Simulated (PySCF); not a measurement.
Computed shifts of a molecule C2H10O2Si2, B3LYP/pcSseg-1 run with PySCF, GIAO, gas phase, atoms alike by connectivity averaged where their shifts nearly agree, in ppm (number of nuclei): ¹³C: 56.0 (1), 54.6 (1). ²⁹Si: -31.8 (1), -112.5 (1). ¹H: 4.25 (1), 4.11 (1), 4.01 (1), 3.75 (1), 3.67 (1), 3.64 (3), -0.26 (1), -0.40 (1). References: ¹⁷O against H2O (σ = 333.8 ppm); ¹³C against TMS (σ = 181.3 ppm); ²⁹Si against TMS (σ = 338.7 ppm); ¹H against TMS (σ = 31.68 ppm), references at their B3LYP-D3(BJ)/def2-TZVP geometries, non-relativistic. Geometry: r2SCAN-D4/def2-SVP. The values are those of a single conformer.

Q: Pick the molecule that these values belong to.
A. C[SiH2]O[Si@H](C)O
B. C[SiH2]OC[SiH2]O
C. C[SiH2]C[SiH](O)O
D. OC[SiH]([SiH3])CO

A: D, OC[SiH]([SiH3])CO
